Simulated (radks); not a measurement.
Q: These are the eigenvalues of the occupied orbitals of an atom or ion with whole-number occupations (Ry). All-electron calculation, scalar-relativistic Kohn-Sham, PW91, spin-polarised, spherical densities, point nucleus. Program: a radial shooting solver on a logarithmic mesh with Libxc functionals.

1s up: -5584.414
1s down: -5584.180
2s up: -1098.169
2s down: -1098.041
2p up: -976.1599
2p down: -975.9632
3s up: -366.0990
3s down: -365.8808
3p up: -330.1190
3p down: -329.8722
3d up: -291.2185
3d down: -290.9907
4s up: -174.0725
4s down: -172.9475
4p up: -160.5277

Which element is it, and in what charge state? The configuration may be excited. Open shells, if any, are filled with parallel spins first.

A: Z = 76, osmium, charge +43: Os43+ in [Ar] 3d10 4s2 4p3. The list shows which subshells hold electrons but not how many an open one holds; the 1s level, -2792.2 hartree, gives Z - s = 74.7 by -(Z - s)^2/2, which with screening and relativity narrows Z to a few neighbours, and the depths of the outer levels then fix element, charge and occupations together.
